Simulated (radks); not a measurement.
Values are calculated unless marked as measured or tabulated.
Task: Species: Al III. Configuration: [Ne] 3s1 (the NIST ground configuration). Level of theory: Dirac Kohn-Sham, PBE, spin-unpolarised, spherical densities, finite nucleus; Fermi nuclear charge, rms radius 3.061 fm (a radial shooting solver on a logarithmic mesh with Libxc functionals). Some entries of the table are withheld. Estimate them.

| orbital | occ. | eigenvalue (hartree) | <r> (bohr) |
|---|---|---|---|
| 1s1/2 | 2 | -56.30708 | (1) |
| 2s1/2 | 2 | -4.73181 | (2) |
| 2p1/2 | 2 | (3) | (4) |
| 2p3/2 | 4 | (5) | (6) |
| 3s1/2 | 1 | -0.87269 | (7) |

Result: 
(1) 1s1/2 <r> (bohr): 0.1202
(2) 2s1/2 <r> (bohr): 0.6247
(3) 2p1/2 eigenvalue (hartree): -3.32760
(4) 2p1/2 <r> (bohr): 0.5994
(5) 2p3/2 eigenvalue (hartree): -3.31129
(6) 2p3/2 <r> (bohr): 0.6016
(7) 3s1/2 <r> (bohr): 2.204
